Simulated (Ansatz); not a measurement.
Consider the ligand exchange at the Si–C bond: `O[Si](F)(Cl)CS` + `C=N` → `C=N[Si](O)(F)Cl` + CH₃SH.

Program: Ansatz. Geometries: PBE0-D4/def2-TZVP. ΔE: electronic, gas phase. CCSD(T)/CBS is the MP2 limit (def2-TZVPP, def2-QZVPP) plus CCSD(T) − MP2 in def2-TZVPP, frozen cores. This one scheme is used for every species. Functionals use def2-TZVPP. Each species was taken in one conformer, which may not be the lowest.

`O[Si](F)(Cl)CS`:

```xyz
10

O     1.471    0.705   -0.548
Si    0.087    0.811    0.292
F    -0.631    2.197   -0.010
Cl    0.456    0.792    2.296
C    -1.018   -0.571   -0.239
S    -0.254   -2.201   -0.025
H     2.246    1.178   -0.244
H    -1.910   -0.572    0.392
H    -1.350   -0.423   -1.270
H     0.903   -1.916   -0.645
```

`C=N`:

Z-matrix (Å, degrees):
```
C
N 1 1.261
H 1 1.096 2 124.9
H 1 1.092 2 118.8 3 -180.0
H 2 1.021 1 111.0 3 -0.0
```

`C=N[Si](O)(F)Cl`:

```xyz
9

C    -1.691    0.546   -0.170
N    -0.635    0.363    0.490
Si    0.768   -0.473   -0.025
O     2.079    0.459    0.126
F     0.723   -0.894   -1.551
Cl    0.899   -2.172    1.080
H    -2.520    1.113    0.268
H    -1.854    0.169   -1.189
H     2.231    0.888    0.970
```

CH₃SH:

Z-matrix (Å, degrees):
```
C
S 1 1.806
H 1 1.089 2 111.5
H 1 1.089 2 111.5 3 -123.8
H 1 1.090 2 106.2 3 118.1
H 2 1.342 1 97.1 3 61.9
```

| level | ΔE (kcal/mol) |
| --- | --- |
| PBE | -9.7 |
| CCSD/CBS(def2) | -10.7 |

Question: What does CCSD(T)/CBS give? (Estimate.)

Answer: The calculation gave: -10.1 kcal/mol. The listed levels differ from it by 0.4, -0.6 kcal/mol.

Largest T1 diagnostic among the species: 0.012.

In def2-TZVPP, CCSD(T) changes the Hartree–Fock value by +4.8 kcal/mol (the triples alone add +0.5 kcal/mol) and MP2 by +4.4 kcal/mol. The D4 term adds +1.2 kcal/mol with B3LYP and +0.7 kcal/mol with PBE0; it sums over pairs of atoms, weighted by their polarisabilities, and B3LYP, whose exchange is more repulsive, gets the larger term.

B3LYP here is the variant with VWN-RPA as its local correlation; programs differ in this.
